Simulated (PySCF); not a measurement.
From a computed spectrum to the compound

A species of 8 atoms with charge -1 has these harmonic modes (PBE0, small Gaussian bases with core potentials, PySCF 2.14.0):

```
cm⁻¹  km/mol  symmetry
 100     9.0       a''
 190   235.6        a'
 229   279.7        a'
 263    56.5       a''
 318     2.3       a''
 386   279.3        a'
 469   231.4       a''
 504   961.1        a'
 585   310.9        a'
 862   707.2        a'
 915  1194.4       a''
 991   223.7        a'
1205   160.4        a'
1603     1.3        a'
1664     3.3       a''
2964   554.2        a'
3546     5.2        a'
3638     6.5       a''
```

Problem. Which species is it, and in which structure?

Solution. [NdH3(NH3)]− (singlet in the valence; each metal's 4f electrons, 4 of them, lie in its core potential, out of spins and levels):
```xyz
8

Nd    0.1597   -0.1353    0.2044
H     1.3600    1.4161    1.5544
H    -1.0462   -1.9130    1.2317
H     0.7623   -0.3395   -2.1820
N    -1.3922    1.1684   -1.6727
H    -1.3207    2.1558   -1.9155
H    -0.6239    0.6632   -2.1900
H    -2.2790    0.8300   -2.0441
```
Ideal gas at 298.15 K and 1 bar: S = 344.6 J/(mol K), Cp = 99.5 J/(mol K), H − H(0 K) = 20.0 kJ/mol (rigid rotor, harmonic modes, spin degeneracy alone, that of the 4f electrons in the core included). An lcecp potential fixes the number of 4f electrons, so in runs with it no electron can move into or out of that shell; real Nd(II) is rare or takes another configuration.
 The answer isn't unique; the calculation gave this one.
